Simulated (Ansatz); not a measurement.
`O[SiH2]SC[SiH3]` and `O[SiH2]S[SiH3]` differ in one atom or group.

Ansatz, PBE0-D4/def2-TZVP geometries, multiplicity 1. Each molecule was computed in one conformer, which needn't be the lowest.

```csv
property,`O[SiH2]SC[SiH3]`
HOMO–LUMO gap (PBE0/def2-TZVPP) / eV,6.59
HOMO energy (ωB97M-V/def2-TZVPP) / eV,-9.12
HOMO–LUMO gap (B3LYP/def2-TZVPP) / eV,6.16
LUMO energy (PBE0/def2-TZVPP) / eV,-0.37
LUMO energy (PBE/def2-TZVPP) / eV,-1.26
size of the dipole moment (B3LYP/def2-TZVPP) / D,2.03
```

(1) What does the change do to each property? (Estimate.)

Results:

(1) Ansatz gave: 
| property | `O[SiH2]S[SiH3]` | shift |
| --- | --- | --- |
| HOMO–LUMO gap (PBE0/def2-TZVPP) / eV | 7.62 | 1.03 |
| HOMO energy (ωB97M-V/def2-TZVPP) / eV | -9.80 | -0.68 |
| HOMO–LUMO gap (B3LYP/def2-TZVPP) / eV | 7.14 | 0.98 |
| LUMO energy (PBE0/def2-TZVPP) / eV | -0.02 | 0.35 |
| LUMO energy (PBE/def2-TZVPP) / eV | -0.88 | 0.38 |
| size of the dipole moment (B3LYP/def2-TZVPP) / D | 0.90 | -1.13 |

With PBE0 the HOMO falls by 0.68 eV and the LUMO rises by 0.35 eV, so the gap widens by about 1.03 eV. PBE moves the HOMO by -0.65 eV and ωB97M-V by -0.68 eV. Dipoles are sizes alone; their direction can turn.

B3LYP here is the variant with VWN-RPA as its local correlation; programs differ in this.
